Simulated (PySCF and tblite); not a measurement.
The numbers below are computed, except where a source is named.
C₇H₃ClOS₂, numbered as in [O:1]=[CH:2][c:3]1[cH:4][s:5][c:6]2[s:7][c:8]([Cl:9])[cH:10][c:11]12.

Conformers came from 60 starts (ETKDG and KDG, MMFF94s, GFN2-xTB); geometries are GFN2-xTB. Weights use PBE0-D3(BJ)/6-31G* energies plus GFN2-xTB zero-point and thermal terms (modes under about 100 cm⁻¹ blended into free rotors). Symmetry numbers and mirror images are counted. Conformers within 2.5 kcal/mol (GFN2-xTB free energy) were kept, 4 at most. Programs: PySCF with density fitting and tblite.

Rotational constants are equilibrium values for the commonest isotopes; dipoles come from the energy level named.

Torsions listed: O1–C2–C3–C4.

| conformer | shape | symmetry | weight % |
| --- | --- | --- | --- |
| 1 | 180° | Cs | 97.7 |
| 2 | 0° | Cs | 2.3 |

Sets of constants, in random order:

```
set  A (MHz)  B (MHz)  C (MHz)  abs μa (D)  abs μb (D)  abs μc (D)
  P     1133      564      377        2.05        2.36        0.00
  Q     1324      481      353        1.20        1.24        0.01
```

Q: Match each set to its conformer.

A: P is conformer 1, Q is conformer 2.
